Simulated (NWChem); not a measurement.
Species: C₂H₄N cation; SMILES CC#[NH+]

Computed with NWChem. Pople sets run with spherical d functions. Each level has its own optimisation; frequencies are unscaled.

```json
[
 {"level": "B3LYP/6-31G*", "r C–C (Å)": "1.444", "r C–H (Å)": "1.097", "r C–N (Å)": "1.148", "r H–N (Å)": "1.012", "highest harmonic frequency (cm⁻¹)": "3717", "lowest (cm⁻¹)": "394", "zero-point energy (kcal/mol)": "35.3"},
 {"level": "LDA (Slater exchange, VWN5)/def2-SVP", "r C–C (Å)": "…", "r C–H (Å)": "…", "r C–N (Å)": "1.156", "r H–N (Å)": "…", "highest harmonic frequency (cm⁻¹)": "…", "lowest (cm⁻¹)": "393", "zero-point energy (kcal/mol)": "…"},
 {"level": "Hartree-Fock/3-21G", "r C–C (Å)": "1.456", "r C–H (Å)": "1.085", "r C–N (Å)": "1.129", "r H–N (Å)": "0.999", "highest harmonic frequency (cm⁻¹)": "3803", "lowest (cm⁻¹)": "503", "zero-point energy (kcal/mol)": "38.5"},
 {"level": "Hartree-Fock/6-31G*", "r C–C (Å)": "1.465", "r C–H (Å)": "1.083", "r C–N (Å)": "1.124", "r H–N (Å)": "0.999", "highest harmonic frequency (cm⁻¹)": "3923", "lowest (cm⁻¹)": "432", "zero-point energy (kcal/mol)": "38.0"},
 {"level": "PBE0/def2-SVP", "r C–C (Å)": "1.431", "r C–H (Å)": "1.103", "r C–N (Å)": "1.146", "r H–N (Å)": "1.017", "highest harmonic frequency (cm⁻¹)": "3696", "lowest (cm⁻¹)": "395", "zero-point energy (kcal/mol)": "35.3"}
]
```

### Question
What belongs in the gaps?

### Answer

- LDA (Slater exchange, VWN5)/def2-SVP, r C–C (Å): 1.412
- LDA (Slater exchange, VWN5)/def2-SVP, r C–H (Å): 1.116
- LDA (Slater exchange, VWN5)/def2-SVP, r H–N (Å): 1.028
- LDA (Slater exchange, VWN5)/def2-SVP, highest harmonic frequency (cm⁻¹): 3576
- LDA (Slater exchange, VWN5)/def2-SVP, zero-point energy (kcal/mol): 34.0
